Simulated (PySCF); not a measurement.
Geometry (Å), atoms numbered from 1 in this order:
```xyz
18

O     0.5274   -2.5014    0.1636
C     0.2626   -1.1778    0.5717
C    -1.0954   -0.7720   -0.0036
C    -1.3309    0.7212    0.1931
C    -0.3725    1.5274   -0.6808
C     1.0571    1.0816   -0.4801
O     1.5449    0.9554    0.8276
C     1.3624   -0.2281    0.1023
H     1.3335   -2.8137    0.5888
H     0.2198   -1.1209    1.6723
H    -1.8719   -1.3587    0.4870
H    -1.1028   -1.0214   -1.0660
H    -1.1680    0.9789    1.2414
H    -2.3594    0.9758   -0.0647
H    -0.4529    2.5918   -0.4496
H    -0.6203    1.3869   -1.7357
H     1.7732    1.5080   -1.1814
H     2.2845   -0.7264   -0.1974
```

Geometry: GFN2-xTB; GIAO absolute shieldings from PySCF, gas phase, non-relativistic, averaged over equivalent atoms.

At KT2/6-31G (92 basis functions, 20 s wall time on 1 thread of an Arm Neoverse V2, shared host):
| atoms | σ (ppm) |
| --- | --- |
| O1 | 267.1 |
| O7 | 298.8 |
| C2 | 129.5 |
| C8 | 144.2 |
| C6 | 150.1 |
| C3 | 167.5 |
| C5 | 170.5 |
| C4 | 181.0 |
| H10 | 28.67 |
| H17 | 29.83 |
| H18 | 30.30 |
| H15 | 30.84 |
| H11 | 30.99 |
| H13 | 31.29 |
| H16 | 31.36 |
| H12 | 31.65 |
| H14 | 31.70 |
| H9 | 32.82 |

Question: Estimate the result of repeating the calculation with mPW1PW91/pcSseg-1.

Answer: 
| atoms | σ at mPW1PW91/pcSseg-1 | change |
| --- | --- | --- |
| O1 | 279.2 | +12.1 |
| O7 | 303.5 | +4.7 |
| C2 | 113.4 | -16.1 |
| C8 | 128.7 | -15.5 |
| C6 | 134.7 | -15.4 |
| C3 | 153.2 | -14.3 |
| C5 | 156.3 | -14.2 |
| C4 | 167.6 | -13.4 |
| H10 | 27.83 | -0.84 |
| H17 | 28.83 | -1.00 |
| H18 | 29.19 | -1.11 |
| H15 | 29.66 | -1.18 |
| H11 | 29.84 | -1.15 |
| H13 | 30.53 | -0.76 |
| H16 | 30.24 | -1.12 |
| H12 | 30.71 | -0.94 |
| H14 | 30.43 | -1.27 |
| H9 | 30.91 | -1.91 |

The largest change is at C2 (sp3 CH bonded to O). Cost: 186 basis functions, 30 s wall time on 1 thread of an Arm Neoverse V2, shared host. The order of the carbon signals is the same at both levels.
